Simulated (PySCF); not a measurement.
CsF, SMILES [F][Cs]. Atoms are numbered in the order given.

```xyz
2

Cs     0.0000     0.0000    -0.3364
F      0.0000     0.0000     2.0559
```

Geometry: PBE0-D3(BJ)/def2-TZVPD. The def2 effective core potentials stand for the cores of Cs; spin–orbit coupling is left out.

All values below come from B3LYP/def2-TZVPD (PySCF).

Gas-phase values at a fixed geometry.

```json
{
 "total_energy": "-120.10869 hartree",
 "point_group": "C∞v",
 "highest_occupied_level": "-6.28 eV",
 "lowest_empty_level": "-1.10 eV",
 "orbital_gap": "5.18 eV",
 "dipole_moment": "8.02 D",
 "quadrupole, principal values (traceless, Buckingham form, about the centre of nuclear charge)": "-17.16, 8.58, 8.58 D·Å",
 "mean_static_polarisability": "30.0 bohr³ (4.44 Å³)",
 "polarisability_principal_values": "24.5, 24.5, 40.9 bohr³"
}
```
